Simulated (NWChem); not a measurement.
# benzonitrile (C₇H₅N); SMILES N#Cc1ccccc1

```xyz
13

N      0.0000     0.0000    -3.2078
C      0.0000     0.0000    -2.0483
C      0.0000     0.0000    -0.6150
C      0.0000     1.2155     0.0866
C      0.0000     1.2091     1.4774
C      0.0000     0.0000     2.1733
C      0.0000    -1.2091     1.4774
C      0.0000    -1.2155     0.0866
H      0.0000     2.1565    -0.4668
H      0.0000     2.1554     2.0230
H      0.0000     0.0000     3.2659
H      0.0000    -2.1554     2.0230
H      0.0000    -2.1565    -0.4668
```
Atoms are numbered in this order, from 1.

All runs: NWChem. Pople sets run with spherical d functions. Geometry: optimised at PBE0/def2-SVP. Absolute isotropic GIAO shieldings of the C sites, static isolated molecule.

```csv
row,"σ, LDA (Slater exchange, VWN5)/pcSseg-1 (ppm)","σ, B3LYP/6-311G** (ppm)"
C4,38.6,44.6
C6,40.5,46.6
C5,42.8,49.6
C2,52.6,61.8
C3,60.1,withheld
```

Problem. Fit a straight line of the last column on the one before it, predict the withheld value, and compare with the run.

Solution. 
1. Means of the 4 shown rows: x = 43.62, y = 50.65. Slope Σ(x − x̄)(y − ȳ)/Σ(x − x̄)² = 144.0/116.2 = 1.239; intercept -3.40.
2. The shown rows scatter about the line by 0.13 (root mean square); the largest residual is -0.2, at C6.
3. At x = 60.1 (C3; beyond the shown range) the line gives 71.1.
4. The run gives 64.0, -7.1 from the line.
